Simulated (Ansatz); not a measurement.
Cost and result for the atomization energy of C$_{2}$H$_{7}$AlBF (12 atoms, 12 bonds).

Cartesian coordinates in Å:
```
B 0.5716 1.1370 0.3119
C 0.1100 -0.2527 0.4323
Al -1.4745 0.8042 -0.4616
C 0.9117 -1.4207 -0.0453
F 1.6023 -1.9906 1.0172
H 1.5638 1.5308 -0.2160
H -0.2908 2.0221 0.5321
H -0.6627 -0.5325 1.1609
H -1.5417 1.2938 -1.9641
H -2.7274 0.7329 0.4954
H 0.2893 -2.2146 -0.4719
H 1.6484 -1.1098 -0.7910
```

Charge 0, multiplicity 1. The bonds changed during the relaxation, so this is another structure than the one it started from. The structure was optimised at the PBE0-D4/def2-TZVP level. It is one conformer, not always the lowest. Program: Ansatz. All runs use 4 threads of an AMD EPYC 7B13 on a shared host. Times are those of one run each, without the atoms' runs, and a repeat can differ threefold. Electronic energies, without spin–orbit coupling; frozen cores. CCSD(T)/CBS adds CCSD(T) − MP2 in def2-TZVPP to the MP2 limit, and its time is that of the two runs behind it. T1 = 0.012. B3LYP takes the VWN-RPA correlation (the form of Gaussian; ORCA's B3LYP/G).

CCSD(T)/CBS is a level of theory with its own doubt, some kJ/mol a heavy atom from the limit and from the frozen cores, so smaller differences don't rank the functionals.

| level | functions | wall time |
| --- | --- | --- |
| PBE-D4/def2-TZVPP (with forces) | 264 | 2.4 s |
| PBE0-D4/def2-TZVPP | 264 | 2.7 s |
| r2SCAN-D4/def2-TZVPP (with forces) | 264 | 4 s |
| B3LYP-D4/def2-TZVPP (with forces) | 264 | 4.2 s |
| B2PLYP/def2-TZVPP | 264 | 4.9 s |
| ωB97X-V/def2-TZVPP | 264 | 7 s |
| ωB97M-V/def2-TZVPP (with forces) | 264 | 9 s |
| MP2/def2-QZVPP | 508 | 21 s |
| CCSD(T)/def2-TZVPP | 264 | 120 s |
| CCSD(T)/CBS(def2) | – | 2.3 min |

Question: What atomization energy does each give, and how far from CCSD(T)/CBS? (An estimate is asked.)

Answer: The calculation gave: 
| level | atomization (kcal/mol) | difference from CCSD(T)/CBS | per bond |
| --- | --- | --- | --- |
| PBE-D4/def2-TZVPP (with forces) | 1015.0 | 17.5 | 1.5 |
| PBE0-D4/def2-TZVPP | 1001.8 | 4.3 | 0.4 |
| r2SCAN-D4/def2-TZVPP (with forces) | 1005.8 | 8.3 | 0.7 |
| B3LYP-D4/def2-TZVPP (with forces) | 999.0 | 1.5 | 0.1 |
| B2PLYP/def2-TZVPP | 988.6 | -8.9 | -0.7 |
| ωB97X-V/def2-TZVPP | 1001.7 | 4.2 | 0.4 |
| ωB97M-V/def2-TZVPP (with forces) | 1003.0 | 5.5 | 0.5 |
| MP2/def2-QZVPP | 1001.6 | 4.1 | 0.3 |
| CCSD(T)/def2-TZVPP | 975.1 | -22.4 | -1.9 |
| CCSD(T)/CBS(def2) | 997.5 | 0.0 | 0.0 |

The D4 term adds +8.3 kcal/mol with B3LYP and +4.4 kcal/mol with PBE0; it sums over pairs of atoms, weighted by their polarisabilities, and B3LYP, whose exchange is more repulsive, gets the larger term. In def2-TZVPP, CCSD(T) changes the Hartree–Fock value by +223.3 kcal/mol (the triples alone add +13.0 kcal/mol) and MP2 by +236.5 kcal/mol; breaking electron pairs costs correlation energy, which Hartree–Fock lacks. From PBE to PBE0 (25 % exact exchange), in def2-TZVPP and without D4, the atomization energy moves by −12.4 kcal/mol: exact exchange takes away binding that semilocal exchange gives to molecules.
